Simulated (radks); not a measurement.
Question: All-electron atom: Hg I in [Hg]. Calculated with a radial shooting solver on a logarithmic mesh with Libxc functionals: Dirac Kohn-Sham, Slater X-alpha with alpha = 0.682, spin-unpolarised, spherical densities, point nucleus. Some entries of the table are withheld. Estimate them.

orbital  occ.  eigenvalue (eV)  <r^2> (bohr^2)
1s1/2       2        -82998.77       0.0003810
2s1/2       2        -14700.49             (1)
2p1/2       2        -14107.23        0.004055
2p3/2       4        -12160.24        0.005240
3s1/2       2        -3487.300         0.03727
3p1/2       2        -3219.788         0.03394
3p3/2       4        -2788.545         0.04033
3d3/2       4        -2344.765         0.03086
3d5/2       6        -2252.288         0.03260
4s1/2       2        -765.2486          0.1801
4p1/2       2        -650.6130             (2)
4p3/2       4        -546.2202             (3)
4d3/2       4        -358.6472          0.2265
4d5/2       6        -339.1815          0.2379
5s1/2       2        -117.1784          0.9111
4f5/2       6         -97.4511          0.2770
4f7/2       8         -93.2467          0.2849
5p1/2       2         -79.1942             (4)
5p3/2       4         -60.6965             (5)
5d3/2       4         -10.1049           2.557
5d5/2       6          -8.2588           2.839
6s1/2       2          -6.1589           8.502

Answer: 
(1) 2s1/2 <r^2> (bohr^2): 0.005741
(2) 4p1/2 <r^2> (bohr^2): 0.1833
(3) 4p3/2 <r^2> (bohr^2): 0.2157
(4) 5p1/2 <r^2> (bohr^2): 1.064
(5) 5p3/2 <r^2> (bohr^2): 1.293
